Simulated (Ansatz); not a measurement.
Species: VO$_{3}$ (charge 0, doublet). The spin state was set by rule; other spins were not relaxed. 
Coordinates optimised at B3LYP-D3(BJ)/def2-TZVP (Ansatz, an electronic-structure program):
```xyz
4

V      0.0311    -0.2863     0.3210
O     -0.0281    -1.6952    -0.4087
O      0.6912     1.2632    -0.3234
O     -0.7524     1.2551    -0.1907
```
Charge 0, spin multiplicity 2.

Basis-set convergence of Hartree-Fock and CCSD(T) correlation energies (hartree) with Ansatz. Correlated levels leave the core frozen unless marked. UHF or UKS for open shells. No spin-orbit coupling. Frozen are the shells of the preceding noble gas and the d and f shells that filled before the atom's block. Non-relativistic.

The UHF reference is spin-contaminated (<S^2> 0.53 over the pure value in the largest basis). The T1 diagnostic of CCSD in the largest basis is 0.085, which is high, so the coupled-cluster rows are less sure than usual.

```
basis       functions        E(HF)  E(corr, CCSD(T))
----------  ---------  -----------  ----------------
def2-SVP           73  -1167.01357          -0.77790
def2-TZVPP        157          [?]               [?]
```

**Question.** Fill in the missing entries.

**Answer.** 
- def2-TZVPP, E(HF): -1167.44026
- def2-TZVPP, E(corr, CCSD(T)): -0.96139
